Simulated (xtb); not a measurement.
Mg, singlet (GFN-xTB shapes and energies of metal compounds can be far from the true ones).

The xtb input:
```
$ xtb coord --gfn 2 --json

# file coord
$coord
      0.0000000000       0.0000000000       0.0000000000  mg
$end
```

Task: What does this run give for the total energy, dipole moment?

Result: 
```
Item               Result
-------------  ----------
total energy   -0.4660 Eh
dipole moment      0.00 D
```
